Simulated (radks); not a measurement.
Results of a calculation; reference values are marked as such.
Problem. V I, configuration [Ar] 3d3 4s2 (the NIST ground configuration). Code: a radial shooting solver on a logarithmic mesh with Libxc functionals. Model: Dirac Kohn-Sham, LDA (Slater exchange, Perdew-Wang correlation), spin-unpolarised, spherical densities, point nucleus; open shells fill j = l - 1/2 first. Some entries of the table are withheld. Estimate them.

orbital,occ.,eigenvalue (Ry),<1/r> (bohr^-1),r(max) (bohr)
1s1/2,2,-393.2265,(1),0.04358
2s1/2,2,-44.16288,4.800,0.2562
2p1/2,2,(2),4.744,0.2065
2p3/2,4,(3),4.678,0.2088
3s1/2,2,(4),1.489,0.8197
3p1/2,2,(5),1.364,(6)
3p3/2,4,(7),1.349,(8)
3d3/2,3,-0.39680,0.9610,0.8866
3d5/2,0,-0.39194,0.9572,0.8891
4s1/2,2,-0.35592,0.3927,2.731

Solution. 
(1) 1s1/2 <1/r> (bohr^-1): 22.80
(2) 2p1/2 eigenvalue (Ry): -37.28908
(3) 2p3/2 eigenvalue (Ry): -36.76870
(4) 3s1/2 eigenvalue (Ry): -5.12919
(5) 3p1/2 eigenvalue (Ry): -3.26929
(6) 3p1/2 r(max) (bohr): 0.8395
(7) 3p3/2 eigenvalue (Ry): -3.20754
(8) 3p3/2 r(max) (bohr): 0.8463
